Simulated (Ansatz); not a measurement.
This triplet is an excited state, 0.68 eV above the relaxed singlet at the level B3LYP/cc-pVTZ // PBE0-D3(BJ)/def2-TZVP (Ansatz, a first-principles code).

Species: C$_{2}$H$_{6}$Si$_{2}$, SMILES `C=C[Si][SiH3]` (excited triplet; C–C–Si–Si torsion 0°) (charge 0, multiplicity 3).

Task: Give a relaxed geometry from PBE0-D3(BJ)/def2-TZVP (Ansatz).

Result: Several could match; the one computed here: the end point of this relaxation, one of several conformers (outside a Z-matrix the atoms follow the SMILES, hydrogens last).
Z-matrix (Å, degrees):
```
Si
C 1 1.8345
C 2 1.3426 1 124.28
H 3 1.0859 2 121.57 1 179.99
H 3 1.0859 4 116.23 2 -179.99
H 2 1.0887 3 118.21 4 0.01
Si 1 2.3216 2 121.01 6 -179.58
H 7 1.4850 1 107.34 2 -178.15
H 7 1.4895 8 109.15 1 121.02
H 7 1.4896 8 109.21 9 118.24
```
